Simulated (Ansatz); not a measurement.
BiMe2(OEt) (C4H11BiO): single points at one geometry.

```yaml
crystal:
  periodic: [false, false, false]
  atoms:
    - {symbol: Bi, position_ang: [0.669573, 1.138798, 1.104396]}
    - {symbol: C, position_ang: [2.474570, 0.996341, -0.296402]}
    - {symbol: C, position_ang: [-0.387657, 2.627652, -0.277557]}
    - {symbol: C, position_ang: [-0.884535, -1.519029, 0.825371]}
    - {symbol: C, position_ang: [-1.459547, -2.548284, -0.141379]}
    - {symbol: O, position_ang: [-0.263046, -0.503849, 0.069289]}
    - {symbol: H, position_ang: [2.777973, 2.002081, -0.644934]}
    - {symbol: H, position_ang: [2.115102, 0.381552, -1.143906]}
    - {symbol: H, position_ang: [3.320632, 0.491895, 0.207218]}
    - {symbol: H, position_ang: [-1.270548, 3.065313, 0.225380]}
    - {symbol: H, position_ang: [-0.707295, 2.023452, -1.148250]}
    - {symbol: H, position_ang: [0.310520, 3.426749, -0.592648]}
    - {symbol: H, position_ang: [-0.171540, -2.033802, 1.522446]}
    - {symbol: H, position_ang: [-1.712609, -1.127324, 1.473540]}
    - {symbol: H, position_ang: [-1.961619, -3.374063, 0.404007]}
    - {symbol: H, position_ang: [-2.197116, -2.070032, -0.817137]}
    - {symbol: H, position_ang: [-0.652850, -2.977460, -0.769422]}
basis:
  gaussian: {orbitals: def2-TZVP, initial_orbitals: start.molden}
hamiltonian: {xc: {name: LC-wPBE}}
scf: {omitted_lower_state_checks: [starts]}
output: {orbitals: {seedname: orbitals}}
```

The file start.molden holds the orbitals of an earlier run on this structure, at another level or in another basis.

```sh
$ ansatz run in.yaml --threads 4 --pin off --events-out ev --progress --plain --max-ram 4787MiB
```

Output, abridged:

```
Functional definition: LC-wPBE
1715 factors; their error is unknown
648 factors; integrals over basis functions are off by at most 1.8e-5 eV
mean field evaluation 1: about -12214.4169 eV, gradient 9.1e0 eV
mean field evaluation 2: about -12214.5913 eV, gradient 2.2e-1 eV
mean field evaluation 4: about -12214.5438 eV, gradient 1.2e-3 eV
mean field -12214.54383570 eV, -448.8762066467 hartree, gradient 1.2e-5 eV, S^2 0.000000; 0 other end points of the search recorded, 0 dependent functions left out
reference -12214.54383571 eV, -448.8762066470 hartree; 33, 33 occupied and 238, 238 virtual orbitals, 1715 factors
Total energy: -12214.54383571 eV, -448.8762066470 hartree
Checks for a lower state left out: starts
```

It took 4.2 s on 4 threads of Intel Xeon Platinum 8259CL on a shared host, peak host memory 0.63 GiB.

The first input with `correlation: {method: mp2}` and without the key `hamiltonian` (abridged; 7.5 s):

```
Functional definition: HF
mean field -12145.96086815 eV, -446.3558290767 hartree, gradient 2.2e-6 eV, S^2 0.000000
9 core orbitals not correlated: weight in the atoms' cores, before any rotation towards them, 1.000 or more for the frozen orbitals, at most 0.000 for the correlated occupied ones
second order -37.36323804 eV of doubles, -0.00000000 eV of singles
Total energy: -12183.32410619 eV, -447.7289027488 hartree
Checks for a lower state left out: starts
```

First input, but with `hamiltonian: {xc: {name: B3LYP}, dispersion: d4}` (abridged; 4.9 s):

```
Functional definition: B3LYP
mean field -12219.98913667 eV, -449.0763177664 hartree, gradient 1.6e-5 eV, S^2 0.000000
Total energy: -12220.58640584 eV, -449.0982670038 hartree
Checks for a lower state left out: starts
```

The first input with `gaussian: {orbitals: def2-SVP, initial_orbitals: start.molden}`, `correlation: {method: ccsd_t}` and without the key `hamiltonian` (abridged; 38 s):

```
Functional definition: HF
mean field -12138.42143007 eV, -446.0787598374 hartree, gradient 3.2e-6 eV, S^2 0.000000
9 core orbitals not correlated: weight in the atoms' cores, before any rotation towards them, 1.000 or more for the frozen orbitals, at most 0.000 for the correlated occupied ones
second order -24.41673646 eV of doubles, -0.00000000 eV of singles
cycle   1  -25.42256986 eV  change    -1.0e0 eV  update   1.3e-1
cycle   2  -26.10476568 eV  change   -6.8e-1 eV  update   4.4e-2
cycle   3  -26.33036841 eV  change   -2.3e-1 eV  update   2.7e-2
cycle   4  -26.34207283 eV  change   -1.2e-2 eV  update   7.8e-3
cycle   5  -26.33972491 eV  change    2.3e-3 eV  update   4.1e-3
cycle   6  -26.33974548 eV  change   -2.1e-5 eV  update   1.5e-3
cycle   7  -26.33901027 eV  change    7.4e-4 eV  update   6.0e-4
cycle   8  -26.33887784 eV  change    1.3e-4 eV  update   1.9e-4
cycle   9  -26.33893354 eV  change   -5.6e-5 eV  update   6.8e-5
cycle  10  -26.33892570 eV  change    7.8e-6 eV  update   2.9e-5
perturbative correction -0.81708567 eV, -0.0300273446 hartree
Total energy: -12165.57744144 eV, -447.0767248483 hartree
Checks for a lower state left out: starts
```

The first input with `hamiltonian: {xc: {name: CAM-B3LYP}, dispersion: d4}` (abridged; 6 s):

```
Functional definition: CAM-B3LYP
mean field -12213.48603894 eV, -448.8373333329 hartree, gradient 1.2e-5 eV, S^2 0.000000
Total energy: -12213.81221844 eV, -448.8493202083 hartree
Checks for a lower state left out: starts
```

As the first input, with `hamiltonian: {xc: r2scan, dispersion: d4}` (abridged; 5.5 s):

```
Functional definition: r2SCAN
mean field -12216.58952721 eV, -448.9513844233 hartree, gradient 9.8e-6 eV, S^2 0.000000
Total energy: -12216.68639411 eV, -448.9549442159 hartree
Checks for a lower state left out: starts
```

The first input with `hamiltonian: {xc: pbe0, dispersion: d4}` (abridged; 4.6 s):

```
Functional definition: PBE0
mean field -12209.93339394 eV, -448.7067760371 hartree, gradient 7.4e-6 eV, S^2 0.000000
Total energy: -12210.25166432 eV, -448.7184722579 hartree
Checks for a lower state left out: starts
```

Geometry: PBE-D4/def2-SVP.

In the def2 sets Bi takes a core potential; there is no spin–orbit coupling. LC-ωPBE has ω = 0.4 bohr⁻¹. B3LYP takes the VWN-RPA correlation. Correlated methods freeze 9 core orbitals; core or outer-core shells of Bi are correlated, in sets that lack core-valence functions.
